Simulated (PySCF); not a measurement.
Bond curve of SnH⁺

Set-up: Sn cc-pVDZ-PP with ECP28, H cc-pVDZ; scalar-relativistic core potentials (PySCF 2.14). Energies in eV from Sn⁺ + H in their ground configurations at the same level. State: ¹Σ⁺ (singlet), closed shell.

Curves on a restricted Hartree–Fock reference rise too fast on stretching and do not dissociate correctly.

| R (Å) | B3LYP | RHF-SCS-MP2 | RHF-MP2 |
| --- | --- | --- | --- |
| 1.522 | -2.227 | -2.070 | -1.993 |
| 1.593 | -2.513 | -2.335 | -2.254 |
| 1.664 | -2.681 | -2.479 | -2.396 |
| 1.717 | -2.746 | -2.526 | -2.441 |
| 1.770 | -2.769 | -2.531 | -2.445 |
| 1.823 | -2.757 | -2.502 | -2.414 |
| 1.894 | -2.699 | -2.421 | -2.330 |
| 1.982 | -2.575 | -2.268 | -2.174 |
| 2.089 | -2.374 | -2.035 | -1.936 |
| 2.230 | -2.052 | -1.675 | -1.569 |

Q: Put a parabola through the three lowest points of the B3LYP curve and estimate Re, k and ωe (reduced mass 0.9994 u; 1 eV/Å² = 0.16022 mdyn/Å; ωe = 1302.8·√(k/μ) cm⁻¹).

A: Through R = 1.717, 1.77, 1.823 Å the second-order coefficient is 6.23 eV/Å², so Re ≈ 1.778 Å, k ≈ 2.00 mdyn/Å and ωe ≈ 1841 cm⁻¹. A polynomial fit of higher order to the unrounded B3LYP energies gives Re = 1.777 Å, k = 1.89 mdyn/Å, ωe = 1793 cm⁻¹; anharmonicity and rounding make the difference.

The higher-order fit for each curve: B3LYP: Re = 1.777 Å, ωe = 1793 cm⁻¹, De = 2.77 eV; RHF-SCS-MP2: Re = 1.750 Å, ωe = 1887 cm⁻¹, De = 2.53 eV; RHF-MP2: Re = 1.748 Å, ωe = 1897 cm⁻¹, De = 2.45 eV.

Correlated steps freeze 4 core orbitals. Correlated levels converge slowly with the basis: in double zeta they bind strong bonds too weakly, by up to about 1 eV, and carry superposition errors of some tenths. Spin–orbit coupling is left out, which matters for elements this heavy, above all for dissociation energies. For an ion De counts to the pair picked by the measured ionisation energies or electron affinities, which need not be the lowest pair at this level. Where the molecule has an RHF reference, its open-shell atoms are computed with UHF.
